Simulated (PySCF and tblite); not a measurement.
C₇H₁₀O, numbered as in [CH:1]#[C:2][C@H:3]1[CH2:4][CH2:5][CH2:6][O:7][CH2:8]1. Level: PBE0-D3(BJ)/def2-TZVP//PBE0-D3(BJ)/def2-SVP, thermal terms from GFN2-xTB, symmetry numbers and mirror pairs counted. Conformers within 4 kcal/mol (GFN2-xTB free energy) were kept, 5 at most. GIAO shieldings: PBE0/pcSseg-1. Couplings: B3LYP/pcSseg-1 with pcJ-1 on H (gas phase; spin-dipole term only for pairs with B, N, F, Si or P). Shifts are against TMS (¹H), TMS (¹³C) at the same level; of two unlike H on one atom, a is the less shielded. Run with PySCF (density fitting) and tblite.

The 6-ring runs over atoms 3–4–5–6–7–8.

Two conformers hold nearly all the population. I: 6-ring chair (C2 axial); δ(H5b) = 2.18 ppm. II: 6-ring chair (all substituents equatorial); δ(H5b) = 1.17 ppm. The average over the ensemble at 298.15 K is 1.26 ppm.

What populations and free-energy difference follow from a two-state model?

p(I) = (1.26 − 1.17)/(2.18 − 1.17) = 0.09, so K = p(II)/p(I) = 10.22 and G(II) − G(I) = −RT ln K = -1.38 kcal/mol. The weights computed directly are 8.9 % and 91.1 %.
